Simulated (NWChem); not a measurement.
System: VOF3; SMILES [O]=[V]([F])([F])[F]

Parts of the log:

```
             Northwest Computational Chemistry Package (NWChem) 7.3.0
             --------------------------------------------------------

 C3  symmetry detected

                             Geometry "geometry" -> ""
                             -------------------------

 Output coordinates in angstroms (scale by  1.889725989 to convert to a.u.)

  No.       Tag          Charge          X              Y              Z
 ---- ---------------- ---------- -------------- -------------- --------------
    1 V                   23.0000     0.00000000     0.00000000     0.01646592
    2 O                    8.0000     0.00000000     0.00000000     1.53312584
    3 F                    9.0000     0.14303443    -1.53929918    -0.46828603
    4 F                    9.0000     1.26155498     0.89352104    -0.46828603
    5 F                    9.0000    -1.40458941     0.64577814    -0.46828603

 Effective nuclear repulsion energy (a.u.)     360.2533978841

      Symmetry information
      --------------------

 Group name             C3
 Group number              5
 Group order               3
 No. of unique centers     3

                                Z-matrix (autoz)
                                --------

 Units are Angstrom for bonds and degrees for angles

      Type          Name      I     J     K     L     M      Value
      ----------- --------  ----- ----- ----- ----- ----- ----------
    1 Stretch                  1     2                       1.51666
    2 Stretch                  1     3                       1.62015
    3 Stretch                  1     4                       1.62015
    4 Stretch                  1     5                       1.62015
    5 Bend                     2     1     3               107.40968
    6 Bend                     2     1     4               107.40968
    7 Bend                     2     1     5               107.40968
    8 Bend                     3     1     4               111.45173
    9 Bend                     3     1     5               111.45173
   10 Bend                     4     1     5               111.45173

  pbe96 is a nonlocal functional; adding pw91lda local functional.

                           NWChem Geometry Optimization
                           ----------------------------

 maximum gradient threshold         (gmax) =   0.004500
 rms gradient threshold             (grms) =   0.003000
 maximum cartesian step threshold   (xmax) =   0.018000
 rms cartesian step threshold       (xrms) =   0.012000
 fixed trust radius                (trust) =   0.300000
 source of zmatrix                         =   autoz

          -------------------
          Energy Minimization
          -------------------

 Using diagonal initial Hessian
 Scaling for Hessian diagonals: bonds = 1.00  angles = 0.25  torsions = 0.10

          --------
          Step   0

                                 NWChem DFT Module
                                 -----------------

 Summary of "ao basis" -> "ao basis" (spherical)
 ------------------------------------------------------------------------------
       Tag                 Description            Shells   Functions and Types
 ---------------- ------------------------------  ------  ---------------------
 V                           6-31g*                 12       34   5s4p2d1f
 O                           6-31g*                  6       14   3s2p1d
 F                           6-31g*                  6       14   3s2p1d

      Symmetry analysis of basis
      --------------------------

        a          34
        e+         28
        e-         28

  Rotation of axis

            General Information
            -------------------
          SCF calculation type: DFT
          Wavefunction type:  closed shell.
          No. of atoms     :     5
          No. of electrons :    58
           Alpha electrons :    29
            Beta electrons :    29
          Charge           :     0
          Spin multiplicity:     1
          Use of symmetry is: on ; symmetry adaption is: on
          Maximum number of iterations: 150
          AO basis - number of functions:    90
                     number of shells:    36
          Convergence on energy requested:  1.00D-06
          Convergence on density requested:  1.00D-05
          Convergence on gradient requested:  5.00D-04

              XC Information
              --------------
          PerdewBurkeErnzerhof Exchange Functional  1.000
            Perdew 1991 LDA Correlation Functional  1.000 local
           PerdewBurkeErnz. Correlation Functional  1.000 non-local

             Grid Information
             ----------------
          Grid used for XC integration:  medium
          Radial quadrature: Mura-Knowles
          Angular quadrature: Lebedev.
          Tag              B.-S. Rad. Rad. Pts. Rad. Cut. Ang. Pts.
          ---              ---------- --------- --------- ---------
          V                   1.35      112           9.0       590
          O                   0.60       49           7.0       434
          F                   0.50       49           7.0       434
          Grid pruning is: on
          Number of quadrature shells:   210
          Spatial weights used:  Erf1

      Superposition of Atomic Density Guess
      -------------------------------------

 Sum of atomic energies:       -1315.59103938

[...]

      ----------------------
      Optimization converged
      ----------------------

  Step       Energy      Delta E   Gmax     Grms     Xrms     Xmax
  ---- ---------------- -------- -------- -------- -------- --------
@    2   -1318.34108135 -6.1D-05  0.00008  0.00005  0.00310  0.00771
                                     ok       ok       ok       ok

                                Z-matrix (autoz)
                                --------

 Units are Angstrom for bonds and degrees for angles

      Type          Name      I     J     K     L     M      Value     Gradient
      ----------- --------  ----- ----- ----- ----- ----- ---------- ----------
    1 Stretch                  1     2                       1.56912   -0.00008
    2 Stretch                  1     3                       1.71726   -0.00007
    3 Stretch                  1     4                       1.71726   -0.00007
    4 Stretch                  1     5                       1.71726   -0.00007
    5 Bend                     2     1     3               108.55843    0.00003
    6 Bend                     2     1     4               108.55843    0.00003
    7 Bend                     2     1     5               108.55843    0.00003
    8 Bend                     3     1     4               110.36838   -0.00003
    9 Bend                     3     1     5               110.36838   -0.00003
   10 Bend                     4     1     5               110.36838   -0.00003

                         Geometry "geometry" -> "geometry"
                         ---------------------------------

 Output coordinates in angstroms (scale by  1.889725989 to convert to a.u.)

  No.       Tag          Charge          X              Y              Z
 ---- ---------------- ---------- -------------- -------------- --------------
    1 V                   23.0000     0.00000000     0.00000000     0.04305558
    2 O                    8.0000     0.00000000    -0.00000000     1.61217338
    3 F                    9.0000     0.15062391    -1.62097511    -0.50349843
    4 F                    9.0000     1.32849367     0.94093168    -0.50349843
    5 F                    9.0000    -1.47911757     0.68004342    -0.50349843

 Effective nuclear repulsion energy (a.u.)     341.8376269267

      Symmetry information
      --------------------

 Group name             C3
 Group number              5
 Group order               3
 No. of unique centers     3

                Final and change from initial internal coordinates
                --------------------------------------------------

                                Z-matrix (autoz)
                                --------

 Units are Angstrom for bonds and degrees for angles

      Type          Name      I     J     K     L     M      Value       Change
      ----------- --------  ----- ----- ----- ----- ----- ---------- ----------
    1 Stretch                  1     2                       1.56912    0.05246
    2 Stretch                  1     3                       1.71726    0.09711
    3 Stretch                  1     4                       1.71726    0.09711
    4 Stretch                  1     5                       1.71726    0.09711
    5 Bend                     2     1     3               108.55843    1.14876
    6 Bend                     2     1     4               108.55843    1.14876
    7 Bend                     2     1     5               108.55843    1.14876
    8 Bend                     3     1     4               110.36838   -1.08335
    9 Bend                     3     1     5               110.36838   -1.08335
   10 Bend                     4     1     5               110.36838   -1.08335

 ==============================================================================
                                internuclear distances
 ------------------------------------------------------------------------------
       center one      |      center two      | atomic units |  angstroms
 ------------------------------------------------------------------------------
    2 O                |   1 V                |     2.96520  |     1.56912
    3 F                |   1 V                |     3.24514  |     1.71726
    4 F                |   1 V                |     3.24514  |     1.71726
    5 F                |   1 V                |     3.24514  |     1.71726
 ------------------------------------------------------------------------------
                         number of included internuclear distances:          4
 ==============================================================================
```

Level: PBE/6-31G* (spherical d). 

Question: Reconstruct the input file.

Answer: One answer among several that fit: the input that was run:
```
start job
memory heap 200 mb stack 900 mb global 1100 mb
geometry units angstroms
  V      0.016618     0.008442    -0.019719
  O      0.947034     0.485680    -1.118276
  F      0.912489    -0.812756     1.051716
  F     -1.100646    -0.940754    -0.709138
  F     -0.654126     1.321598     0.651776
end
basis spherical
  * library 6-31g*
end
dft
  xc xpbe96 cpbe96
  iterations 150
end
driver
  maxiter 150
  loose
end
task dft optimize
```
